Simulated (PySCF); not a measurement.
Molecule: SMILES O=C1C(OC)=C[C@@H]1F, C$_{5}$H$_{5}$FO$_{2}$.

Geometry (Å), atoms numbered from 1 in this order:
```xyz
13

C     2.2496   -0.0872   -0.4241
O     1.2881    0.6234    0.3449
C     0.0164    0.3401    0.0933
C    -1.1511    0.7967    0.6059
C    -2.0208   -0.0118   -0.3224
F    -2.8003   -0.9670    0.2900
C    -0.6710   -0.5471   -0.8773
O    -0.3573   -1.3541   -1.7014
H     3.2212    0.2589   -0.0783
H     2.1608   -1.1639   -0.2652
H     2.1364    0.1279   -1.4889
H    -1.4034    1.4637    1.4052
H    -2.6729    0.5209   -1.0205
```

Frames of a GFN2-xTB Langevin trajectory at 300 K; GIAO PBE0/pcSseg-1 shieldings in PySCF 2.14.0 with density-fitted response routines, gas phase, non-relativistic; equivalent atoms averaged within each frame.

Referencing at the same level of theory: TMS for ¹³C (σ = 186.93 ppm), ¹H (σ = 31.72 ppm); ¹⁷O (σ = 336.08 ppm) vs H2O; ¹⁹F (σ = 170.95 ppm) against CFCl3. The references are static minima.

How do the shifts (ppm) fluctuate along the trajectory?

Answers


```
         time (fs)     C7     C3     C4     C5    C1     O8     O2      F6   H12   H13
optimised geometry  190.7  170.5  145.7   99.9  59.9  586.0  117.7  -197.7  7.57  5.86
               250  192.2  177.8  156.4  101.5  64.5  583.8  130.8  -187.9  8.20  6.61
               425  190.8  185.6  151.0  101.3  57.7  606.4  125.9  -192.9  7.40  5.54
               625  191.4  172.5  140.1   86.2  69.4  581.3  134.7  -221.9  6.87  5.46
               800  176.7  166.0  152.3  108.2  58.5  549.1  113.0  -166.5  8.45  6.91
              1000  192.1  169.3  155.8  100.4  58.3  576.1  119.1  -197.3  8.48  6.39
    mean of frames  188.6  174.2  151.1   99.5  61.7  579.4  124.7  -193.3  7.88  6.18
standard deviation    6.7    7.7    6.6    8.1   5.1   20.5    8.8    19.9  0.71  0.65
```

5 frames give an uncertainty of the mean of about the standard deviation over 2.2 at best, since frames this close in time may not be independent; classical motion lacks zero-point vibration, and the reference would need the same averaging.
